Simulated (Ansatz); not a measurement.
Total energies of Zr2Se4 (the lowest singlet isomer of a short search) from Ansatz at PBE0-D4/def2-TZVP, gas phase (1 Eh = 27.2114 eV = 2625.5 kJ/mol). The reference geometry is relaxed at PBE-D4/def2-SVP.

```tsv
atom	x (Å)	y (Å)	z (Å)
Zr1	0.234	-0.864	0.020
Zr2	-0.515	1.935	-0.062
Se3	-2.257	0.136	-0.050
Se4	0.822	1.014	1.846
Se5	0.826	-3.154	0.120
Se6	0.891	0.933	-1.875
```

| state | geometry | energy (Eh) |
| --- | --- | --- |
| charge 0 singlet | reference | -9699.48619 |
| charge 1 doublet | reference | -9699.19377 |
| charge 0 triplet | relaxed at PBE-D4/def2-SVP | -9699.45818 |
| charge 0 quintet | relaxed at PBE-D4/def2-SVP | -9699.39076 |
| free Zr atom (triplet) | – | -46.88229 |
| free Se atom (triplet) | – | -2401.20505 |

In the def2 sets Zr takes a core potential; there is no spin–orbit coupling.

Work out the vertical ionisation energy to the doublet.

E(charge 1 doublet) − E(charge 0 singlet) = -9699.19377 − (-9699.48619) = 0.29242 Eh = 7.96 eV. For comparison, −ε of the highest occupied level is 6.49 eV at this level, 1.47 eV less.

Which of the charge 0 states is lowest, and how far above it are the others?

The singlet. triplet: -9699.45818 − (-9699.48619) = 0.02801 Eh = 73.5 kJ/mol; quintet: -9699.39076 − (-9699.48619) = 0.09543 Eh = 250.6 kJ/mol.

What is the binding energy per atom against free atoms?

Atoms: 2 × (-46.88229) + 4 × (-2401.20505) = -9698.58478 Eh. Binding: -9698.58478 − (-9699.48619) = 0.90141 Eh = 24.53 eV, or 4.09 eV for each of 6 atoms (no zero-point energy, no counterpoise term).

The structure comes from a short search, and lower isomers may exist.
